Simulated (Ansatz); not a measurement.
Reactions of C2H2ClFGe, SMILES `F[C]1=[C](Cl)[GeH2]1`.

Computed with Ansatz on PBE0-D4/def2-TZVP structures; ΔE is electronic, products minus reactants. CCSD(T)/CBS is the MP2 limit (def2-TZVPP, def2-QZVPP) plus CCSD(T) − MP2 in def2-TZVPP, frozen cores. This one scheme is used for every species, atoms too. Functionals use def2-TZVPP. Open shells (•) are unrestricted, without spin–orbit coupling. Spin–orbit coupling would lower the free atoms: a little for C, Cl, F; clearly for Ge. For Ge outer-core shells are correlated without core-valence functions, so the limit isn't a true one: a few kJ/mol of doubt a bond, and 10 to 20 or more in all where bonds break to atoms. Scalar relativity is left out up to krypton.

| reaction | r2SCAN-D4 (kJ/mol) | PBE0-D4 (kJ/mol) | ωB97X-V (kJ/mol) | B2PLYP (kJ/mol) |
| --- | --- | --- | --- | --- |
| `F[C]1=[C](Cl)[GeH2]1` + H₂ → `F[C]1=[CH][GeH2]1` + HCl | -71 | -74 | -80 | -80 |
| `F[C]1=[C](Cl)[GeH2]1` + H–F → `F[C]1=[C](F)[GeH2]1` + HCl | 33 | 37 | 29 | 36 |
| `F[C]1=[C](Cl)[GeH2]1` + H₂ → `Cl[C]1=[CH][GeH2]1` + H–F | -96 | -104 | -101 | -108 |
| `F[C]1=[C](Cl)[GeH2]1` → 2 C• + Cl• + F• + Ge• + 2 H• | 2393 | 2394 | 2370 | 2324 |

Q: Give the CCSD(T)/CBS values in the same order. (Best estimate.)

A: The calculation gave: -82, 45, -120, 2359 kJ/mol.

Largest T1 diagnostic: 0.014, for `F[C]1=[C](F)[GeH2]1`.
